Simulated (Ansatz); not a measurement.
Ansatz results at the PBE0-D4/def2-TZVP geometry: size of the dipole moment (PBE/def2-TZVPP) 1.72 D; HOMO–LUMO gap (PBE/def2-TZVPP) 5.31 eV; HOMO energy (PBE0/def2-TZVPP) -7.46 eV.

Each molecule was computed in one conformer, which needn't be the lowest.

(1) Which molecule gave them?
A. `C=C(F)[SiH](O)F`
B. `[NH2][GeH]([OH])[CH2]F`
C. `O[SiH](S)[GeH3]`
D. `O[SiH2][GeH2][SH]`

Answers

(1) C. The others give `[NH2][GeH]([OH])[CH2]F`: 1.62, 5.66, -7.61; `O[SiH2][GeH2][SH]`: 2.42, 4.49, -7.03; `C=C(F)[SiH](O)F`: 2.21, 5.12, -8.09.
